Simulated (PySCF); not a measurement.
HO₂, SMILES [O]O (connectivity only; charge and spin as stated), charge -1, multiplicity 1.

Coordinates come from a r2SCAN-D4/def2-TZVPD optimisation. The spin state was assumed, not searched. The isomer is the one that the SMILES or the coordinates give; other isomers of the formula were not compared.

Computed with PySCF with M06-2X/def2-TZVPD.

Symmetry labels are those of the subgroup Cs that the program uses (full group Cs).

Computed valence orbital energies around the gap with their symmetry:
| orbital | symmetry | energy (eV) |
|---|---|---|
| HOMO−7 | A' | -525.90 |
| HOMO−6 | A' | -24.41 |
| HOMO−5 | A' | -17.51 |
| HOMO−4 | A' | -7.98 |
| HOMO−3 | A' | -5.19 |
| HOMO−2 | A" | -4.93 |
| HOMO−1 | A' | -1.13 |
| HOMO | A" | -0.50 |
| LUMO | A' | 4.95 |
| LUMO+1 | A' | 5.66 |
| LUMO+2 | A' | 6.66 |
| LUMO+3 | A" | 6.94 |
